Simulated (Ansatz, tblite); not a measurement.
Forces on NbO3H at its B3LYP-D4/def2-TZVP geometry. Total charge 0; singlet.

In the def2 sets Nb takes a core potential; there is no spin–orbit coupling. The xTB rows come from tblite. The structure holds one bond between oxygen atoms, so isomers without such links may lie far lower. Another isomer (singlet) lies 4.16 eV lower at PBE0-D4/def2-TZVP; other spin states weren't run for this one.

GFN1-xTB (tblite), largest force 4.34 eV/Å:

```xyz
5
positions Å, forces eV/Å
Nb   -0.558    0.004    0.222    3.127   -0.144   -1.423
O    -0.094   -0.872    1.603   -0.603    0.417   -0.573
O     0.885    0.110   -1.042   -3.382   -2.717    0.091
O    -0.049   -0.963   -1.364    1.502    3.164    1.881
H    -0.184    1.722    0.580   -0.644   -0.720    0.025
```

GFN2-xTB (tblite), largest force 3.12 eV/Å:

```
Nb 1.080 0.768 -0.446
O -0.209 0.076 0.182
O -2.187 -2.155 -0.566
O 1.685 2.043 0.701
H -0.368 -0.733 0.130
```

PBE-D4/def2-TZVP (Ansatz), largest force 0.81 eV/Å:

```
Nb -0.709 0.321 -0.212
O 0.235 -0.334 0.464
O 0.181 0.126 -0.153
O 0.133 -0.179 -0.104
H 0.161 0.067 0.005
```
